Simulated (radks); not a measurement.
The numbers below are computed, except where a source is named.
Problem. These are the eigenvalues of the occupied orbitals of an atom or ion with whole-number occupations (eV). Code: a radial shooting solver on a logarithmic mesh with Libxc functionals. Model: Dirac Kohn-Sham, PBE, spin-unpolarised, spherical densities, finite nucleus; Fermi nuclear charge, rms radius of each element as measured or else 0.836 A^(1/3) + 0.57 fm.

| orbital | eigenvalue |
|---|---|
| 1s1/2 | -23746.72 |
| 2s1/2 | -5423.743 |
| 2p1/2 | -5284.239 |

Which element is it, and in what charge state? The configuration may be excited. Open shells, if any, fill j = l - 1/2 first.

Solution. Z = 43, technetium, charge +37: Tc37+ in [He] 2s2 2p2. The list shows which subshells hold electrons but not how many an open one holds; the 1s level, -872.68 hartree, gives Z - s = 41.8 by -(Z - s)^2/2, which with screening and relativity narrows Z to a few neighbours, and the depths of the outer levels then fix element, charge and occupations together.
